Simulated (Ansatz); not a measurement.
Gas-phase reaction in SMILES: [CH2][SiH](C)O[SiH3] → C[Si](C)O[SiH3]
Structures are relaxed separately at B3LYP-D3(BJ)/def2-TZVP in Ansatz (a program for electronic structure), one conformer each, not searched for the lowest. Frequencies are from Ansatz.

Quantity: isomerisation energy (enthalpy at 298 K, with B3LYP-D3(BJ) rigid-rotor harmonic-oscillator terms), in kcal/mol. Cores are frozen in the correlated levels unless marked. Open shells are spin-unrestricted. Spin-orbit coupling is left out. No relativistic terms. Basis-set limits of correlation are two-point, X^-3; Hartree-Fock from the larger set.

CCSD(T)/CBS(cc-pV(T+d)Z,cc-pV(Q+d)Z) (Ansatz) gives -6.4 kcal/mol.

Another calculation gave -7.0 kcal/mol. Which level was it?
A) SVWN5/def2-TZVPD (Ansatz)
B) r2SCAN/def2-TZVPD (Ansatz)
C) BHLYP/def2-TZVPD (Ansatz)
D) revPBE/def2-TZVPD (Ansatz)

B, r2SCAN/def2-TZVPD (Ansatz). The others give -10.3 (revPBE), -4.1 (BHLYP), -14.2 (SVWN5) kcal/mol.
